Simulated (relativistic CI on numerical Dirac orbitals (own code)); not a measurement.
# Fe6+ in a cubic cluster: 3s photoemission with charge transfer

Computed with a charge-transfer multiplet model of a cubic metal-ligand cluster with up to 2 ligand holes, Slater and spin-orbit integrals from Dirac-Coulomb-Breit ions, Slater integrals scaled by 0.8. The ground state mixes d2 with configurations of k ligand holes L, whose averages lie at kΔ + k(k − 1)U_dd/2; a core hole lowers each added d electron by U_cd. 20 K, Lorentzian 1.4 eV and Gaussian 0.8 eV FWHM.

Atomic integrals in eV (Slater integrals scaled, ζ unscaled), ground: F2dd 11.793, F4dd 7.476, zeta_d 0.080; with the core hole: F2dd 12.412, F4dd 7.893, zeta_d 0.089, G2cd 11.424.

Cluster parameters (eV): U_dd = 6.5, U_cd = 7.7, 10Dq = 1.85, 10Dq(ligand) = 1.5, V(eg) = 2.5, V(t2g) = -1.31, final-state hopping factor = 0.8.

```tsv
Case	n_d	d2	d3L	d4L2	S
Δ = -1.3 eV	3.00	0.20	0.60	0.20	1.00
Δ = -0.3 eV	2.92	0.25	0.58	0.17	1.00
Δ = 1.7 eV	2.74	0.36	0.53	0.11	1.00
```

Weights, n_d and S are thermal averages at 20 K. Binding energies count from the first peak over 30 % of the highest in each spectrum, which can be another peak from case to case. The parameters are a model scan and need not match a compound or its usual spin state. Peaks in eV (height, largest 100):
- Δ = -1.3 eV: 0.0 (100), 5.0 (54), 9.9 (66), 15.7 (9), 19.6 (12)
- Δ = -0.3 eV: 0.0 (100), 5.0 (52), 9.7 (65), 14.1 (11), 19.2 (14)
- Δ = 1.7 eV: 0.0 (100), 5.2 (49), 9.5 (61), 14.1 (13), 18.7 (14)

Curve for Δ = 1.7 eV (points under 2 left out, the grid thinned):

(E (eV), Intensity): (-4.3, 3.8), (-3.6, 5.1), (-3.0, 7.1), (-2.3, 11.3), (-1.6, 21.3), (-1.0, 42.9), (-0.3, 89.5), (0.3, 94.1), (1.0, 54.6), (1.7, 32.2), (2.3, 21.4), (3.0, 16.8), (3.7, 19.8), (4.3, 31.2), (5.0, 47.3), (5.7, 44.8), (6.3, 36.3), (7.0, 28.7), (7.6, 25.7), (8.3, 30.6), (9.0, 50.6), (9.6, 60.1), (10.3, 43.5), (11.0, 33.6), (11.6, 27.9), (12.3, 18.6), (13.0, 13.1), (13.6, 12.6), (14.3, 13.3), (14.9, 11.4), (15.6, 9.4), (16.3, 8.6), (16.9, 8.1), (17.6, 9.4), (18.3, 13.1), (18.9, 14.0), (19.6, 9.7), (20.3, 6.0), (20.9, 4.5), (21.6, 3.3), (22.2, 2.7), (22.9, 2.3), (24.3, 2.0), (24.9, 2.3), (25.6, 2.0)

For the case Δ = -1.3 eV, Δ = -1.3 eV is smaller than U_dd = 6.5 eV, the charge-transfer side of the Zaanen-Sawatzky-Allen scheme (negative Δ: between configuration averages a ligand hole costs less than the nominal valence; multiplet and field energies can change this for the lowest states). With the core hole the configuration with one ligand hole lies at Δ − U_cd = -9.0, -8.0, -6.0 eV from the one without, in the order of the table; where this is negative the screened configuration lies lower.

With at most 2 ligand holes the space is cut while the next configuration still counts, so covalency is underestimated, and a final configuration with one more ligand hole, which can lie low, is missing from the spectra.

Without intra-shell correlation the exchange splitting of the 3s hole comes out too large.
